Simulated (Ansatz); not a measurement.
Basis-set extrapolation for C3H10OSi (`CC(C)(O)[SiH3]`) (PBE0-D4/def2-TZVP geometry, frozen core, the Gaussian-basis code of Ansatz). Multiplicity 1, RHF reference.

```
                      def2-TZVPP   def2-QZVPP
                 HF  -483.297020  -483.315303
    MP2 correlation    -0.902483    -0.964575
CCSD(T) correlation    -0.994666      not run
```

Energies in hartree. Use E(X) = E(∞) + A·exp(−7.88·√X) for Hartree–Fock and E(X) = E(∞) + B·X^(−2.97) for correlation, with X = 3 and 4, and add CCSD(T) minus MP2 of the smaller set to the MP2 limit.

Q: What is the CCSD(T) energy at the basis-set limit?

A: HF limit: -483.315303 + (-0.018283) × 0.13774 = -483.31782. MP2 limit: -0.964575 + (-0.062092) × 0.74074 = -1.01057. Higher-order term: -0.994666 − (-0.902483) = -0.09218. Total: -484.42057 hartree, 338.4 kJ/mol below CCSD(T)/def2-TZVPP.
